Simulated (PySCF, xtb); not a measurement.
CH2O, SMILES [H]/[C-]=[O+]/[H].

GFN2-xTB (xtb 6.7.1) at its own geometry gives an orbital gap of 2.08 eV and a dipole moment of 1.84 D.

Geometry optimised at ωB97X-D3(BJ)/def2-TZVPD.

Q: What does r2SCAN/def2-TZVPD (PySCF) give? (The exact figures need the calculation; the answer reports its results.)

A: gap 2.78 eV (levels -5.30 and -2.51 eV), dipole 1.74 D.
